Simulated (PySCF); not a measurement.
## How the method changes the constants of SnH

State: ²Π (doublet), unpaired electrons π ↑. Set-up: PySCF, scalar-relativistic core potentials, basis sets Sn def2-SVPD with ECP28, H def2-SVPD. De refers to Sn + H in their high-spin ground configurations, without counterpoise correction. The functionals are run spin-unrestricted. A positive dipole means Sn(−)H(+).

```
      Level  Re (Å)  ωe (cm⁻¹)  De (eV)  μ (D)  CPU s a point (SCF and correlation, without the integrals)
        UHF   1.773       1783     1.69  -0.37                                                       0.094
    UHF-MP2   1.771       1754     2.31    n/a                                                        0.14
UHF-SCS-MP2   1.776       1736     2.41    n/a                                                         n/a
   UHF-CCSD   1.782       1695     2.48    n/a                                                         n/a
UHF-CCSD(T)   1.784       1684     2.50    n/a                                                           2
        PBE   1.806       1634     2.62  -0.66                                                        0.42
       BP86   1.806       1630     2.77  -0.67                                                        0.33
     r²SCAN   1.786       1697     2.63  -0.55                                                        0.59
      TPSSh   1.789       1700     2.76  -0.59                                                        0.66
       PBE0   1.786       1705     2.57  -0.55                                                        0.71
  CAM-B3LYP   1.780       1727     2.71  -0.56                                                         2.2
     B2PLYP   1.784       1709     2.60  -0.56                                                        0.42
```

(1) Which functional lies closest to UHF-CCSD(T) in De, which farthest, and by how much do they differ from it?

(2) What does a quarter of exact exchange do here, going from PBE to PBE0?

(3) What does the step from GGA to meta-GGA do here, going from PBE to r²SCAN?

Correlated steps freeze 4 core orbitals. Correlated levels converge slowly with the basis: in double zeta they bind strong bonds too weakly, by up to about 1 eV, and carry superposition errors of some tenths. These are scalar-relativistic numbers at best; spin–orbit coupling would shift them, the dissociation energy most. B2PLYP dipoles, levels and charges come from its SCF part alone. The state was picked by a PBE0 search and need not be the measured ground state.

The whole job (state search and all levels along the bond) took about 1.6 min on 1 thread of Oxide Virtual Turin-like (shared host), peak memory 0.45 GiB.

## Answers

(1) Closest is PBE0 (+0.2 pm in Re, +1.2 % in ωe, +0.07 eV in De against UHF-CCSD(T) in the same basis), farthest BP86 (+2.2 pm in Re, -3.2 % in ωe, +0.27 eV in De). CCSD(T) converges more slowly with the basis than the functionals do and binds too weakly in this one, so the order can change at the basis-set limit.

(2) PBE0 less PBE: -2.0 pm in Re, +4.3 % in ωe, -0.05 eV in De. Exact exchange removes part of the self-interaction that spreads semilocal densities, and in most molecules shortens and stiffens the bond and lowers De; so it does here.

(3) r²SCAN less PBE: -2.0 pm in Re, +3.9 % in ωe, +0.01 eV in De.
